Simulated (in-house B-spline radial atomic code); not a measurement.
# Ionising La8+ with different functionals

Computed with an all-electron radial atomic-structure program (B-spline basis): four-component Dirac-Coulomb Hamiltonian, Fermi nucleus of rms radius 4.855 fm, spin-restricted, spherical fractional occupations for the functionals, and exact exchange of hybrids averaged over the configuration. The ionisation energy is the difference of two self-consistent energies, [Kr] 4d10 5s2 5p1 → [Kr] 4d10 5s2, without Breit or QED terms; ε is the level of the shell that loses the electron (mean over j). The electron is taken from both j subshells in proportion to 2j + 1, so the result is a j average, not the step between ground levels.

| method | rung | ΔSCF (eV) | -ε(5p) (eV) |
| --- | --- | --- | --- |
| BHandHLYP | global hybrid | 118.16 | 114.66 |
| B3LYP | global hybrid | ? | ? |
| HSE06 | range-separated hybrid | 118.06 | 112.35 |
| CAM-B3LYP | range-separated hybrid | ? | ? |

**Question.** What does CAM-B3LYP give?

**Answer.** ΔSCF 118.35 eV, and -ε(5p) = 114.51 eV.

**Question.** What does B3LYP give?

**Answer.** ΔSCF 118.29 eV, and -ε(5p) = 112.57 eV.

**Question.** Among the functionals, which spreads more, the ΔSCF values or the orbital energies?

**Answer.** The orbital energies: ΔSCF values span about 0.30 eV and the orbital energies 2.30 eV; here energy differences depend much less on the functional than eigenvalues do.

**Question.** How do they compare with the NIST value?

**Answer.** NIST lists 119 eV ± 2.2 (tabulated theory, ground level to ground level). Errors run from -0.94 to -0.65 eV; all lie within about twice that uncertainty, so the table can't rank the methods.
